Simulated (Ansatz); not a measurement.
`BC(B)=C` + `[OH][GeH3]` → `B[O][GeH3]` + `BC=C` at 600 K and 1 bar (ligand exchange at a B–C bond).

Gas-phase electronic energies from Ansatz, PBE0-D4/def2-TZVP geometries. CCSD(T)/CBS is the MP2 limit (def2-TZVPP, def2-QZVPP) plus CCSD(T) − MP2 in def2-TZVPP, frozen cores. For Ge outer-core shells are correlated without core-valence functions, which leaves a few kJ/mol of doubt a bond. Scalar relativity is left out up to krypton.

| species | CCSD(T)/CBS energy (Eh) | H − E (kJ/mol) | S (J/(mol·K)) |
| --- | --- | --- | --- |
| `BC(B)=C` | -129.23883 | 245.6 | 378.1 |
| `[OH][GeH3]` | -2153.69723 | 132.5 | 324.6 |
| `B[O][GeH3]` | -2179.12438 | 175.0 | 373.9 |
| `BC=C` | -103.86193 | 203.8 | 322.8 |

H − E and S are ideal-gas, rigid-rotor, harmonic terms from PBE0-D4/def2-TZVP. 1 Eh = 2625.50 kJ/mol, R = 8.31446 J/(mol·K).

By hand: ΔE, ΔH, ΔS and ΔG.

ΔE = (-2179.12438) + (-103.86193) − (-129.23883) − (-2153.69723) = -0.05025 Eh = -131.9 kJ/mol. Δ(H − E) = 175.0 + 203.8 − 245.6 − 132.5 = 0.7, so ΔH = -131.2 kJ/mol. ΔS = 373.9 + 322.8 − 378.1 − 324.6 = -6.0 J/(mol·K). ΔG = -131.2 − 600 × (-6.0)/1000 = -127.6 kJ/mol.

By hand: the equilibrium constant, and the temperature at which ΔG would vanish if ΔH and ΔS stayed fixed.

log₁₀ K = −ΔG/(RT ln 10) = 11.1. ΔG = 0 at ΔH/ΔS = 21867 K, far beyond where these terms or the molecules hold.

The number of gas molecules stays the same, so ΔS is small and ΔH decides. A doubt of 5 kJ/mol in ΔE shifts log₁₀ K by 0.4 here. These are equilibria of isolated gas molecules and say nothing of rates. Largest T1 diagnostic: 0.013 (customary marks: 0.02 for closed shells, 0.045 for open ones).
